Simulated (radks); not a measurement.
Task: These are the eigenvalues of the occupied orbitals of an atom or ion with whole-number occupations (hartree). Calculated with a radial shooting solver on a logarithmic mesh with Libxc functionals: scalar-relativistic Kohn-Sham, exchange-only LDA, spin-polarised, spherical densities, point nucleus.

1s up: -1435.804
1s down: -1435.800
2s up: -239.6662
2s down: -239.5628
2p up: -216.2816
2p down: -216.1978
3s up: -61.12453
3s down: -61.05119
3p up: -53.66004
3p down: -53.58182
3d up: -42.97354
3d down: -42.87397
4s up: -21.56290
4s down: -21.24694
4p up: -19.00954
4p down: -18.69503
4d up: -15.29262

Which element is it, and in what charge state? The configuration may be excited. Open shells, if any, are filled with parallel spins first.

Result: Z = 57, lanthanum, charge +16: La16+ in [Kr] 4d5. The list shows which subshells hold electrons but not how many an open one holds; the 1s level, -1435.8 hartree, gives Z - s = 53.6 by -(Z - s)^2/2, which with screening and relativity narrows Z to a few neighbours, and the depths of the outer levels then fix element, charge and occupations together.
